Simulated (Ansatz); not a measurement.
Mulliken charges of ClH$_{5}$OSi$_{2}$ (`O[SiH2][SiH2]Cl`) from PBE/def2-TZVPP in Ansatz (PBE0-D4/def2-TZVP geometry).

```json
{"atom": "O1", "x (Å)": "-1.941", "y (Å)": "0.469", "z (Å)": "-0.094", "charge (e)": "-0.347"}
{"atom": "Si2", "x (Å)": "-0.431", "y (Å)": "0.947", "z (Å)": "0.365", "charge (e)": "0.358"}
{"atom": "Si3", "x (Å)": "1.119", "y (Å)": "-0.645", "z (Å)": "-0.395", "charge (e)": "0.262"}
{"atom": "Cl4", "x (Å)": "0.207", "y (Å)": "-2.469", "z (Å)": "0.007", "charge (e)": "-0.242"}
{"atom": "H5", "x (Å)": "-2.152", "y (Å)": "-0.459", "z (Å)": "0.029", "charge (e)": "0.191"}
{"atom": "H6", "x (Å)": "-0.204", "y (Å)": "2.285", "z (Å)": "-0.235", "charge (e)": "-0.060"}
{"atom": "H7", "x (Å)": "-0.300", "y (Å)": "1.051", "z (Å)": "1.846", "charge (e)": "-0.074"}
{"atom": "H8", "x (Å)": "1.370", "y (Å)": "-0.599", "z (Å)": "-1.858", "charge (e)": "-0.043"}
{"atom": "H9", "x (Å)": "2.421", "y (Å)": "-0.625", "z (Å)": "0.318", "charge (e)": "-0.046"}
```

Q: By hand: the dipole of these point charges (1 e Å = 4.8032 D).

A: Σ q r = (0.215, 0.357, 0.006) e Å, of length 0.417 e Å = 2.00 D.

Q: How does the dipole of the full density compare? (Best estimate.)

A: Ansatz gave: (0.110, 0.049, 0.029) e Å, 0.59 D; the point charges give 3.39 times that, at 37° from its direction.

Point charges leave out the atoms' own dipoles, such as those of lone pairs, and Mulliken's split depends on the basis, so the two needn't agree.
